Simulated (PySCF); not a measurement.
Compound: C5H10P2.
Geometry (GFN2-xTB, Å), atoms numbered from 1 in this order:
```xyz
17
C5H10P2 angstrom
C      2.2258    0.8056    0.1073
C      0.9582    0.0232    0.0177
C      0.5160   -0.6363   -1.0426
C     -0.7749   -1.3794   -0.8967
P     -1.5552   -0.7358    0.6746
P     -2.2837    1.1316   -0.1703
C      0.0928   -0.0706    1.2449
H      2.0064    1.8531    0.3141
H      2.7854    0.7419   -0.8222
H      2.8450    0.4284    0.9212
H      1.0441   -0.6846   -1.9824
H     -1.4446   -1.2305   -1.7489
H     -0.5988   -2.4568   -0.8029
H     -3.4823    0.5501   -0.5817
H     -2.8421    1.5367    1.0415
H      0.5324   -0.7604    1.9739
H     -0.0313    0.8958    1.7425
```

The closed-shell ground state was solved at several levels (PySCF, density fitting, gas phase, non-relativistic).

| level | basis functions | HOMO (eV) | LUMO (eV) | gap (eV) | dipole (D) |
| --- | --- | --- | --- | --- | --- |
| PBE0/pcSseg-1 | 183 | -6.30 | 0.25 | 6.55 | 1.01 |
| CAM-B3LYP/def2-SVPD | 228 | -7.49 | 1.06 | 8.55 | 1.10 |

Estimate the row for PBE0/def2-SVPD, a basis of 228 functions; the other rows only guide the guess.

HOMO -6.25 eV, LUMO 0.15 eV, gap 6.40 eV, dipole 1.17 D.

Over all these levels, which gives the widest orbital gap and which the narrowest?

CAM-B3LYP/def2-SVPD (range-separated hybrid) has the widest, 8.55 eV, and PBE0/def2-SVPD (global hybrid, 25 % exact exchange) the narrowest, 6.40 eV. The two share the basis. From the narrowest to the widest the HOMO moves by -1.24 eV and the LUMO by +0.91 eV.

How far do the dipole and the HOMO energy spread over the levels?

The dipole runs from 1.01 to 1.17 D (mean 1.09 D) and the HOMO from -7.49 to -6.25 eV.

One conformer stands for the species.
